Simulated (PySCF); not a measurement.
Polarisability and C₆ of Br⁻ (bromine, charge -1)

[Kr], closed-shell 1S. Computed with PySCF 2.14 in aug-cc-pV5Z-PP with ECP10MDF, with a scalar-relativistic core potential. Coupled (time-dependent) response in atomic units; α is the mean over directions.

| method | mean α (bohr³) | C₆ (like pair) | S(−4) |
| --- | --- | --- | --- |
| UHF | 41.57 | 444.9 | 502.8 |
| PBE0 | 48.22 | 534.2 | 757.5 |

S(−4) is the Cauchy moment in α(ω) = α(0) + S(−4) ω² + …

α(iu) at PBE0:

```csv
u (hartree),α(iu) (bohr³)
0,48.22
0.0500,46.43
0.100,42.09
0.200,32.00
0.300,24.03
0.500,14.50
0.750,8.729
1.00,5.795
1.50,3.085
2.00,1.926
3.00,0.9803
5.00,0.4196
```

For an ion, C₆ is the dispersion term alone; charge-induced terms of lower order in 1/R come first.

Energies and moments cover only the electrons outside the core potential.
